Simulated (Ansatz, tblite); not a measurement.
Removing and adding an electron: the cluster CdI₂ (the lowest singlet isomer of a short search). Charge 0, multiplicity 1. Geometry: r2SCAN-D4/def2-TZVP. Ansatz, gas phase; energy differences of separate SCF runs; the oxidised species was run as a doublet alone; the reduced species was run as a doublet alone.

| atom | x (Å) | y (Å) | z (Å) |
| --- | --- | --- | --- |
| Cd1 | -0.0062 | 0.0060 | 0.0021 |
| I2 | 0.9381 | 1.5977 | -1.8044 |
| I3 | -0.9319 | -1.6037 | 1.8023 |

In the def2 sets Cd, I take a core potential; there is no spin–orbit coupling. The xTB rows come from tblite. HOMO above LUMO, or a gap near zero within one spin, warns that the state may not be the lowest or that an electron is smeared out. The structure comes from a short search, and lower isomers may exist.

```csv
level,−HOMO (eV),vertical IE (eV),−LUMO (eV),vertical EA (eV),HOMO–LUMO gap (eV),IE − EA (eV),remarks
GFN1-xTB,10.57,13.74,6.03,3.73,4.54,10.01,–
GFN2-xTB,11.78,14.76,6.60,3.16,5.18,11.60,–
PBE-D4/def2-TZVP,6.61,9.13,3.15,–,3.47,–,gap within one spin near zero (+1 doublet)
PBE-D4/def2-TZVPD,6.63,–,3.16,0.92,3.46,–,HOMO above zero (-1 doublet)
r2SCAN-D4/def2-TZVP,6.90,9.32,2.97,–,3.94,–,–
r2SCAN-D4/def2-TZVPD,6.91,–,2.97,0.86,3.94,–,HOMO above zero (-1 doublet)
PBE0-D4/def2-TZVP,7.72,9.50,2.36,–,5.35,–,–
PBE0-D4/def2-TZVPD,7.73,–,2.38,0.83,5.35,–,HOMO above zero (-1 doublet)
```

Relaxing the oxidised species (r2SCAN-D4/def2-TZVP) changes its energy by -0.01 eV at PBE-D4/def2-TZVP, so the adiabatic ionisation energy to this nearest minimum is 9.11 eV. At PBE0-D4/def2-TZVP it is 9.49 eV. The gap within one spin of the relaxed charge 1 doublet nearly closes, so an electron or hole may be smeared out by delocalisation error.     A HOMO above zero means that the electron is unbound at that level or that self-interaction error raises the level; the energy of removing that electron tells which. Raw xTB energy differences between charge states are shifted by several eV; the methods need an empirical correction for them.
